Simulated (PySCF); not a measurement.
C₄H₁₀AlF (SMILES C[CH2][Al]([F])[CH2]C), singlet, geometry from GFN2-xTB (such geometries of metal compounds can be far from the true shape); DF-HF/6-311+G(2d,p) (PySCF).

Here is a job for PySCF.
```python
from pyscf import gto, scf

mol = gto.Mole()
mol.atom = '''
    Al    0.117240    0.323893    0.264535
    F     0.318496    1.936240    0.587578
    C    -0.721265   -0.132871   -1.504439
    C    -1.001521    1.141138   -2.315727
    H    -1.658593   -0.687112   -1.370831
    H    -0.080014   -0.801599   -2.091593
    H    -0.076685    1.684046   -2.509259
    H    -1.664337    1.808457   -1.765205
    H    -1.468638    0.907921   -3.273150
    C     0.721334   -0.981484    1.658705
    C     0.528505   -2.442261    1.231001
    H     0.181990   -0.808216    2.600646
    H     1.778680   -0.813969    1.907570
    H     1.103675   -2.660127    0.332901
    H    -0.517981   -2.644387    1.009502
    H     0.849008   -3.128906    2.015027
'''
mol.basis = '6-311+g(2d,p)'
mol.charge = 0
mol.spin = 0
mol.verbose = 4
mol.max_memory = 1800
mol.build()

mf = scf.RHF(mol)
mf = mf.density_fit(auxbasis='def2-universal-jkfit')
mf.kernel()
```

What the program printed (banner, timings and long lists left out):

```
PySCF version 2.14.0

[INPUT] verbose = 4
[INPUT] num. atoms = 16
[INPUT] num. electrons = 56
[INPUT] charge = 0
[INPUT] spin (= nelec alpha-beta = 2S) = 0
[INPUT] symmetry False subgroup None
[INPUT] Mole.unit = angstrom
[INPUT] Symbol           X                Y                Z      unit          X                Y                Z       unit  Magmom
[INPUT]  1 Al     0.117240000000   0.323893000000   0.264535000000 AA    0.221551490844   0.612069063664   0.499898700362 Bohr   0.0
[INPUT]  2 F      0.318496000000   1.936240000000   0.587578000000 AA    0.601870211769   3.658963311428   1.110361496820 Bohr   0.0
[INPUT]  3 C     -0.721265000000  -0.132871000000  -1.504439000000 AA   -1.362993313234  -0.251089799897  -2.842977681115 Bohr   0.0
[INPUT]  4 C     -1.001521000000   1.141138000000  -2.315727000000 AA   -1.892600398001   2.156438290334  -4.376089809261 Bohr   0.0
[INPUT]  5 H     -1.658593000000  -0.687112000000  -1.370831000000 AA   -3.134286522121  -1.298453496902  -2.590495153064 Bohr   0.0
[INPUT]  6 H     -0.080014000000  -0.801599000000  -2.091593000000 AA   -0.151204546131  -1.514802571725  -3.952537934057 Bohr   0.0
[INPUT]  7 H     -0.076685000000   1.684046000000  -2.509259000000 AA   -0.144913647862   3.182385721169  -4.741812285600 Bohr   0.0
[INPUT]  8 H     -1.664337000000   1.808457000000  -1.765205000000 AA   -3.145141108980   3.417488438053  -3.335754003713 Bohr   0.0
[INPUT]  9 H     -1.468638000000   0.907921000000  -3.273150000000 AA   -2.775323596129   1.715722032741  -6.185357064620 Bohr   0.0
[INPUT] 10 C      0.721334000000  -0.981484000000   1.658705000000 AA    1.363123704337  -1.854735955643   3.134498171447 Bohr   0.0
[INPUT] 11 C      0.528505000000  -2.442261000000   1.231001000000 AA    0.998729705463  -4.615204414706   2.326254749066 Bohr   0.0
[INPUT] 12 H      0.181990000000  -0.808216000000   2.600646000000 AA    0.343911257410  -1.527306889491   4.914508686946 Bohr   0.0
[INPUT] 13 H      1.778680000000  -0.813969000000   1.907570000000 AA    3.361218063241  -1.538178483886   3.604784863437 Bohr   0.0
[INPUT] 14 H      1.103675000000  -2.660127000000   0.332901000000 AA    2.085643480529  -5.026911486561   0.629091716594 Bohr   0.0
[INPUT] 15 H     -0.517981000000  -2.644387000000   1.009502000000 AA   -0.978842227728  -4.997167197360   1.907682302201 Bohr   0.0
[INPUT] 16 H      0.849008000000  -3.128906000000   2.015027000000 AA    1.604392597565  -5.912775409508   3.807849163604 Bohr   0.0

nuclear repulsion = 282.730523321579
number of shells = 110
number of NR pGTOs = 334
number of NR cGTOs = 230
basis = 6-311+g(2d,p)
ecp = {}

******** <class 'pyscf.df.df_jk.DFRHF'> ********
method = DFRHF
initial guess = minao
damping factor = 0
level_shift factor = 0
DIIS = <class 'pyscf.scf.diis.CDIIS'>
diis_start_cycle = 1
diis_space = 8
diis_damp = 0
SCF conv_tol = 1e-09
SCF conv_tol_grad = None
SCF max_cycles = 50
direct_scf = False
Set gradient conv threshold to 3.16228e-05
Initial guess from minao.
******** <class 'pyscf.df.df.DF'> ********
auxbasis = def2-universal-jkfit
init E= -499.112533224229
  HOMO = -0.248037436711179  LUMO = 0.00167508408896617  gap/eV = 6.79502
cycle= 1 E= -498.722557973787  delta_E= 0.39  |g|= 0.602  |ddm|= 3.11
  HOMO = -0.380364541525445  LUMO = 0.0401371611830268  gap/eV = 11.44243
cycle= 2 E= -498.79479934188  delta_E= -0.0722  |g|= 0.381  |ddm|= 1.03
  HOMO = -0.371285578347113  LUMO = 0.0430949916863427  gap/eV = 11.27587
cycle= 3 E= -498.815868868365  delta_E= -0.0211  |g|= 0.0619  |ddm|= 0.247
  HOMO = -0.372540317714325  LUMO = 0.0441583846982065  gap/eV = 11.33895
cycle= 4 E= -498.817434556506  delta_E= -0.00157  |g|= 0.00927  |ddm|= 0.154
  HOMO = -0.374318085763832  LUMO = 0.0439542563943386  gap/eV = 11.38177
cycle= 5 E= -498.817474611489  delta_E= -4.01e-05  |g|= 0.00257  |ddm|= 0.0225
  HOMO = -0.374582498543582  LUMO = 0.0439280286953565  gap/eV = 11.38825
cycle= 6 E= -498.817478735732  delta_E= -4.12e-06  |g|= 0.000818  |ddm|= 0.00697
  HOMO = -0.374714163890872  LUMO = 0.0439155652533033  gap/eV = 11.39150
cycle= 7 E= -498.81747913033  delta_E= -3.95e-07  |g|= 0.000237  |ddm|= 0.00209
  HOMO = -0.374739252913223  LUMO = 0.043911080005272  gap/eV = 11.39206
cycle= 8 E= -498.81747916713  delta_E= -3.68e-08  |g|= 5.19e-05  |ddm|= 0.000804
  HOMO = -0.374745790678908  LUMO = 0.0439101098030239  gap/eV = 11.39221
cycle= 9 E= -498.817479168668  delta_E= -1.54e-09  |g|= 1.29e-05  |ddm|= 0.000198
  HOMO = -0.374744638189043  LUMO = 0.0439099939242663  gap/eV = 11.39217
cycle= 10 E= -498.817479168757  delta_E= -8.87e-11  |g|= 3.63e-06  |ddm|= 4.4e-05
  HOMO = -0.374745419464155  LUMO = 0.0439099062502496  gap/eV = 11.39219
Extra cycle  E= -498.817479168762  delta_E= -5.46e-12  |g|= 1.64e-06  |ddm|= 7.57e-06
converged SCF energy = -498.817479168762
```
